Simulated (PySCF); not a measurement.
**Spectroscopy problems**

PySCF 2.14 calculation with B3LYP/pcJ-1 coupling constants (spin–dipole term left out of most H,H and C,H couplings), NMR shieldings at PBE0/pcSseg-1/GIAO and structure optimised with GFN2-xTB; no solvent, relativity neglected, one conformer, rapidly exchanging positions averaged.

δ = σ(ref) − σ, references computed at the same level: ¹H (31.72 ppm) and ¹³C (186.93 ppm) vs TMS. Multiplet labels drop J under 1 Hz and among equivalent protons, and merge close values. Unscaled 3J(H,H) run several per cent high. Splittings of carbon signals by F and P are missing where no couplings were computed. Where no couplings were computed, multiplicities follow the n + 1 count of equivalent neighbours, and m marks all less simple cases (inequivalent or close neighbours, rings, F or P nearby). Shifts are as computed. Against solution values, carbons near 30 ppm lie about +3 ppm off and those near 130 ppm about +5 ppm. Of 1211 compounds with measured shifts, 218 miss one by over three times the rms of a fit or turn the order of signals round; such compounds aren't used in these exercises.

(1) C$_{5}$H$_{7}$OP. ¹H NMR (400 MHz, computed): δ 7.39 (m, 1H), 6.89 (m, 1H), 6.51 (m, 1H), 6.27 (m, 1H), 2.28 (m, 3H). ¹³C{¹H} NMR (computed): δ 152.0 (C), 148.9 (CH), 140.4 (CH), 133.5 (CH), 16.3 (CH3). Give a structure.

(2) C$_{6}$H$_{4}$. ¹H NMR (400 MHz, computed): δ 6.11 (m, 2H), 3.34 (m, 2H). ¹³C{¹H} NMR (computed): δ 129.3, 99.4, 85.3. Identify the compound.

## Answers

(1) SMILES [P@H]1(=O)C(C)=CC=C1. 5 carbon signals for 5 carbons: no two carbons are equivalent. Carbon types of the structure: 1 × C, 3 × CH, 1 × CH3, leaving 1 H on heteroatoms. δC 152.0: fully substituted alkene carbon; an sp2 carbon of a C=C bond. δC 148.9, 140.4, 133.5: alkene CH; the olefinic region. δH 6.89, 6.51, 6.27: hydrogen on an alkene CH; attached to an sp2 carbon and in the plane of the double bond. δH 2.28: hydrogen on an allylic methyl carbon; allylic position.

The data come from this structure; uniqueness wasn't tested.

(2) SMILES C#C/C=C\C#C. The formula gives 5 degrees of unsaturation (no ring in the answer). 3 carbon signals for 6 carbons: some carbons are equivalent by symmetry or fast rotation. Carbon types of the structure: 2 × C, 4 × CH, which accounts for all hydrogens. δC 129.3: alkene CH; an sp2 carbon of a C=C bond. δC 99.4: terminal alkyne carbon; sp carbons lie upfield of alkene carbons because the cylindrical π system leaves one tensor component strongly shielded. δC 85.3: alkyne carbon; the triple bond shields along its axis, which puts it between sp3 and sp2 carbons. δH 6.11: hydrogen on an alkene CH; attached to an sp2 carbon and in the plane of the double bond.

The shifts were computed for this structure.
